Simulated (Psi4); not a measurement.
H₂O₂, charge +1, doublet, geometry from GFN2-xTB (a state made from the parent by changing its charge; the spin is typed, not shown lowest), with bond 4-2 at 2.0 times its length; HF/6-31G in Psi4.

Here is a job for Psi4.
```
memory 2 GB

molecule mol {
1 2
  O     0.000290    0.645224   -0.012142
  O    -0.000290   -0.645224    0.012142
  H     0.943111    0.994035   -0.033962
  H    -1.885931   -1.342847    0.055783
}

set basis 6-31g
set reference uhf
set damping_percentage 50

energy('scf')
print_variables()
```

What the program printed (banner, timings and long lists left out):

```
   => Loading Basis Set <=

    Name: 6-31G
    Role: ORBITAL
    Keyword: BASIS

         ---------------------------------------------------------
                                   SCF
               by Justin Turney, Rob Parrish, Andy Simmonett
                          and Daniel G. A. Smith
                              UHF Reference
         ---------------------------------------------------------

  ==> Geometry <==

    Molecular point group: c1
    Full point group: C1

    Geometry (in Angstrom), charge = 1, multiplicity = 2:

       Center              X                  Y                   Z               Mass
    ------------   -----------------  -----------------  -----------------  -----------------
         O            0.028232485045     0.655561788861    -0.012788711956    15.994914619570
         O            0.027652485045    -0.634886211139     0.011495288044    15.994914619570
         H            0.971053485045     1.004372788861    -0.034608711956     1.007825032230
         H           -1.857988514955    -1.332509211139     0.055136288044     1.007825032230

  Running in c1 symmetry.

  Rotational constants: A =      4.83128  B =      0.98574  C =      0.81870 [cm^-1]
  Rotational constants: A = 144838.25623  B =  29551.66783  C =  24543.91823 [MHz]
  Nuclear repulsion =   36.481415344195305

  Charge       = 1
  Multiplicity = 2
  Electrons    = 17
  Nalpha       = 9
  Nbeta        = 8

  ==> Algorithm <==

  SCF Algorithm Type is DF.
  DIIS enabled.
  MOM disabled.
  Fractional occupation disabled.
  Guess Type is SAD.
  Energy threshold   = 1.00e-06
  Density threshold  = 1.00e-06
  Integral threshold = 1.00e-12

  ==> Primary Basis <==

  Basis Set: 6-31G
    Blend: 6-31G
    Number of shells: 14
    Number of basis functions: 22
    Number of Cartesian functions: 22
    Spherical Harmonics?: false
    Max angular momentum: 1

   => Loading Basis Set <=

    Name: (6-31G AUX)
    Role: JKFIT
    Keyword: DF_BASIS_SCF

  ==> Integral Setup <==

  SCF_SUBTYPE=INCORE selected. In-core MEM_DF algorithm will be used.
  Using in-core AOs.

  ==> MemDFJK: Density-Fitted J/K Matrices <==

    J tasked:                   Yes
    K tasked:                   Yes
    wK tasked:                   No
    Algorithm:                 Core
    Schwarz Cutoff:           1E-12
    Mask sparsity (%):       0.0000
    Fitting Condition:        1E-10

   => Auxiliary Basis Set <=

  Basis Set: (6-31G AUX)
    Blend: CC-PVDZ-JKFIT
    Number of shells: 66
    Number of basis functions: 212
    Number of Cartesian functions: 212
    Spherical Harmonics?: false
    Max angular momentum: 3

  Minimum eigenvalue in the overlap matrix is 2.8820517750E-02.
  Reciprocal condition number of the overlap matrix is 8.7134016720E-03.
    Using symmetric orthogonalization.

  ==> Pre-Iterations <==

  SCF Guess: Superposition of Atomic Densities via on-the-fly atomic UHF (no occupation information).

   -------------------------
    Irrep   Nso     Nmo
   -------------------------
     A         22      22
   -------------------------
    Total      22      22
   -------------------------

  ==> Iterations <==

                           Total Energy        Delta E     RMS |[F,P]|

   @DF-UHF iter SAD:  -149.80490374494067   -1.49805e+02   0.00000e+00
   @DF-UHF iter   1:  -150.14191716215905   -3.37013e-01   1.04046e-02 ADIIS/DIIS
   @DF-UHF iter   2:  -150.17531840397851   -3.34012e-02   4.66573e-03 ADIIS/DIIS/DAMP=50%
   @DF-UHF iter   3:  -150.22726837677746   -5.19500e-02   2.72853e-03 ADIIS/DIIS/DAMP=50%
   @DF-UHF iter   4:  -150.21518874485304    1.20796e-02   3.02798e-03 ADIIS/DIIS/DAMP=50%
   @DF-UHF iter   5:  -150.19574394884805    1.94448e-02   2.44272e-03 ADIIS/DIIS/DAMP=50%
   @DF-UHF iter   6:  -150.21376921064561   -1.80253e-02   2.84460e-03 ADIIS/DIIS/DAMP=50%
   @DF-UHF iter   7:  -150.19776064865923    1.60086e-02   2.92822e-03 ADIIS/DIIS/DAMP=50%
   @DF-UHF iter   8:  -150.22629201086821   -2.85314e-02   2.88610e-03 ADIIS/DIIS/DAMP=50%
   @DF-UHF iter   9:  -150.17211955372886    5.41725e-02   1.71838e-03 ADIIS/DIIS/DAMP=50%
   @DF-UHF iter  10:  -150.18581131746117   -1.36918e-02   2.37485e-03 ADIIS/DIIS/DAMP=50%
   @DF-UHF iter  11:  -150.17602986455378    9.78145e-03   2.48345e-03 ADIIS/DIIS/DAMP=50%
   @DF-UHF iter  12:  -150.18081389588104   -4.78403e-03   2.62228e-03 ADIIS/DIIS/DAMP=50%
   @DF-UHF iter  13:  -150.17585222277697    4.96167e-03   1.68728e-03 ADIIS/DIIS/DAMP=50%
   @DF-UHF iter  14:  -150.19802526937502   -2.21730e-02   2.71645e-03 ADIIS/DIIS/DAMP=50%
   @DF-UHF iter  15:  -150.19228817480047    5.73709e-03   2.51111e-03 ADIIS/DIIS/DAMP=50%
   @DF-UHF iter  16:  -150.17303453621821    1.92536e-02   1.76904e-03 ADIIS/DIIS/DAMP=50%
   @DF-UHF iter  17:  -150.17961032338650   -6.57579e-03   1.52726e-03 ADIIS/DIIS/DAMP=50%
   @DF-UHF iter  18:  -150.17667921523622    2.93111e-03   1.03369e-03 ADIIS/DIIS/DAMP=50%
   @DF-UHF iter  19:  -150.17944515622386   -2.76594e-03   1.11365e-03 ADIIS/DIIS/DAMP=50%
   @DF-UHF iter  20:  -150.18204328731278   -2.59813e-03   1.20006e-03 ADIIS/DIIS/DAMP=50%
   @DF-UHF iter  21:  -150.18362055397395   -1.57727e-03   1.27049e-03 ADIIS/DIIS/DAMP=50%
   @DF-UHF iter  22:  -150.18700908988836   -3.38854e-03   1.41802e-03 ADIIS/DIIS/DAMP=50%
   @DF-UHF iter  23:  -150.18258407959897    4.42501e-03   1.19721e-03 ADIIS/DIIS/DAMP=50%
   @DF-UHF iter  24:  -150.19011953467074   -7.53546e-03   1.53871e-03 ADIIS/DIIS/DAMP=50%
   @DF-UHF iter  25:  -150.19428970168033   -4.17017e-03   1.82843e-03 ADIIS/DIIS/DAMP=50%
   @DF-UHF iter  26:  -150.18876157936549    5.52812e-03   1.68076e-03 ADIIS/DIIS/DAMP=50%
   @DF-UHF iter  27:  -150.18570270877302    3.05887e-03   1.67487e-03 ADIIS/DIIS/DAMP=50%
   @DF-UHF iter  28:  -150.17175769003117    1.39450e-02   8.05025e-04 ADIIS/DIIS/DAMP=50%
   @DF-UHF iter  29:  -150.17708408997947   -5.32640e-03   1.20277e-03 ADIIS/DIIS/DAMP=50%
[...]
   @DF-UHF iter  52:  -150.18536152222748    9.32954e-03   1.29896e-03 ADIIS/DIIS/DAMP=50%
   @DF-UHF iter  53:  -150.18304432538116    2.31720e-03   1.10329e-03 ADIIS/DIIS/DAMP=50%
   @DF-UHF iter  54:  -150.19156960827806   -8.52528e-03   1.58199e-03 ADIIS/DIIS/DAMP=50%
   @DF-UHF iter  55:  -150.17954428220145    1.20253e-02   1.98400e-03 ADIIS/DIIS/DAMP=50%
   @DF-UHF iter  56:  -150.18169026411132   -2.14598e-03   8.77817e-04 ADIIS/DIIS/DAMP=50%
   @DF-UHF iter  57:  -150.18237457402444   -6.84310e-04   9.28089e-04 ADIIS/DIIS/DAMP=50%
   @DF-UHF iter  58:  -150.18279754715181   -4.22973e-04   9.53845e-04 ADIIS/DIIS/DAMP=50%
   @DF-UHF iter  59:  -150.17321758161134    9.57997e-03   2.20475e-03 ADIIS/DIIS/DAMP=50%
   @DF-UHF iter  60:  -150.17898183691969   -5.76426e-03   1.55295e-03 ADIIS/DIIS/DAMP=50%
   @DF-UHF iter  61:  -150.17848854596139    4.93291e-04   1.46715e-03 ADIIS/DIIS/DAMP=50%
   @DF-UHF iter  62:  -150.18414513517942   -5.65659e-03   1.29876e-03 ADIIS/DIIS/DAMP=50%
   @DF-UHF iter  63:  -150.18759108874926   -3.44595e-03   1.39802e-03 ADIIS/DIIS/DAMP=50%
   @DF-UHF iter  64:  -150.18465428370575    2.93681e-03   1.27178e-03 ADIIS/DIIS/DAMP=50%
   @DF-UHF iter  65:  -150.18909136234589   -4.43708e-03   1.10543e-03 ADIIS/DIIS/DAMP=50%
   @DF-UHF iter  66:  -150.18639647377020    2.69489e-03   1.54608e-03 ADIIS/DIIS/DAMP=50%
   @DF-UHF iter  67:  -150.18345653131388    2.93994e-03   9.41797e-04 ADIIS/DIIS/DAMP=50%
   @DF-UHF iter  68:  -150.17620909651427    7.24743e-03   6.51044e-04 ADIIS/DIIS/DAMP=50%
   @DF-UHF iter  69:  -150.19108036540416   -1.48713e-02   1.45295e-03 ADIIS/DIIS/DAMP=50%
   @DF-UHF iter  70:  -150.18902119957679    2.05917e-03   1.09042e-03 ADIIS/DIIS/DAMP=50%
   @DF-UHF iter  71:  -150.19944376095975   -1.04226e-02   1.50422e-03 ADIIS/DIIS/DAMP=50%
   @DF-UHF iter  72:  -150.18009187120083    1.93519e-02   1.03153e-03 ADIIS/DIIS/DAMP=50%
   @DF-UHF iter  73:  -150.18136715206685   -1.27528e-03   1.06842e-03 ADIIS/DIIS/DAMP=50%
   @DF-UHF iter  74:  -150.19069070136788   -9.32355e-03   1.45238e-03 ADIIS/DIIS/DAMP=50%
   @DF-UHF iter  75:  -150.18117363335944    9.51707e-03   9.05974e-04 ADIIS/DIIS/DAMP=50%
   @DF-UHF iter  76:  -150.18659878545031   -5.42515e-03   1.55911e-03 ADIIS/DIIS/DAMP=50%
   @DF-UHF iter  77:  -150.18679326042493   -1.94475e-04   1.14178e-03 ADIIS/DIIS/DAMP=50%
   @DF-UHF iter  78:  -150.17821771385172    8.57555e-03   1.42619e-03 ADIIS/DIIS/DAMP=50%
   @DF-UHF iter  79:  -150.19916602151235   -2.09483e-02   2.12084e-03 ADIIS/DIIS/DAMP=50%
   @DF-UHF iter  80:  -150.18928997496781    9.87605e-03   8.95921e-04 ADIIS/DIIS/DAMP=50%
   @DF-UHF iter  81:  -150.15635389888425    3.29361e-02   1.99220e-03 ADIIS/DIIS/DAMP=50%
   @DF-UHF iter  82:  -150.18084933694027   -2.44954e-02   1.25702e-03 ADIIS/DIIS/DAMP=50%
   @DF-UHF iter  83:  -150.18495871307579   -4.10938e-03   1.13436e-03 ADIIS/DIIS/DAMP=50%
   @DF-UHF iter  84:  -150.17782998678348    7.12873e-03   1.55247e-03 ADIIS/DIIS/DAMP=50%
   @DF-UHF iter  85:  -150.18182927054579   -3.99928e-03   1.60508e-03 ADIIS/DIIS/DAMP=50%
   @DF-UHF iter  86:  -150.17135778690289    1.04715e-02   2.63210e-03 ADIIS/DIIS/DAMP=50%
   @DF-UHF iter  87:  -150.17587141146117   -4.51362e-03   1.65078e-03 ADIIS/DIIS/DAMP=50%
   @DF-UHF iter  88:  -150.18360899805879   -7.73759e-03   1.54899e-03 ADIIS/DIIS/DAMP=50%
   @DF-UHF iter  89:  -150.18409102633984   -4.82028e-04   1.24941e-03 ADIIS/DIIS/DAMP=50%
   @DF-UHF iter  90:  -150.18822976537606   -4.13874e-03   1.26806e-03 ADIIS/DIIS/DAMP=50%
   @DF-UHF iter  91:  -150.18700986378036    1.21990e-03   1.21570e-03 ADIIS/DIIS/DAMP=50%
   @DF-UHF iter  92:  -150.19017551781590   -3.16565e-03   1.43672e-03 ADIIS/DIIS/DAMP=50%
   @DF-UHF iter  93:  -150.18642417468254    3.75134e-03   1.77147e-03 ADIIS/DIIS/DAMP=50%
   @DF-UHF iter  94:  -150.18230128293521    4.12289e-03   1.90825e-03 ADIIS/DIIS/DAMP=50%
   @DF-UHF iter  95:  -150.18366543341835   -1.36415e-03   1.83195e-03 ADIIS/DIIS/DAMP=50%
   @DF-UHF iter  96:  -150.19758816398860   -1.39227e-02   1.58171e-03 ADIIS/DIIS/DAMP=50%
   @DF-UHF iter  97:  -150.18197244283743    1.56157e-02   2.01451e-03 ADIIS/DIIS/DAMP=50%
   @DF-UHF iter  98:  -150.17909919243812    2.87325e-03   2.57038e-03 ADIIS/DIIS/DAMP=50%
   @DF-UHF iter  99:  -150.21522454448598   -3.61254e-02   1.66046e-03 ADIIS/DIIS/DAMP=50%
   @DF-UHF iter 100:  -150.14828102949900    6.69435e-02   3.94962e-03 ADIIS/DIIS/DAMP=50%

PsiException: Could not converge SCF iterations in 100 iterations.

  Failed to converge.

Traceback (most recent call last):
  File "psi4", line 375, in <module>
  File "<string>", line 26, in <module>
  File "site-packages/psi4/driver/driver.py", line 533, in energy
  File "site-packages/psi4/driver/procrouting/proc.py", line 2760, in run_scf
  File "site-packages/psi4/driver/procrouting/proc.py", line 2047, in scf_helper
  File "site-packages/psi4/driver/procrouting/scf_proc/scf_iterator.py", line 93, in scf_compute_energy
  File "site-packages/psi4/driver/procrouting/scf_proc/scf_iterator.py", line 86, in scf_compute_energy
  File "site-packages/psi4/driver/procrouting/scf_proc/scf_iterator.py", line 609, in scf_iterate

psi4.driver.p4util.exceptions.SCFConvergenceError: Could not converge SCF iterations in 100 iterations.

Printing out the relevant lines from the Psithon --> Python processed input file:
    ""","mol")
    core.IO.set_default_namespace("mol")
    core.set_global_option("BASIS", "6-31g")
    core.set_global_option("REFERENCE", "uhf")
    core.set_global_option("DAMPING_PERCENTAGE", 50)
--> energy('scf')
    print_variables()

!-------------------------------------------------------!
!                                                       !
!  Could not converge SCF iterations in 100 iterations. !
!                                                       !
!-------------------------------------------------------!
```

The run did not converge; its last values are not results.
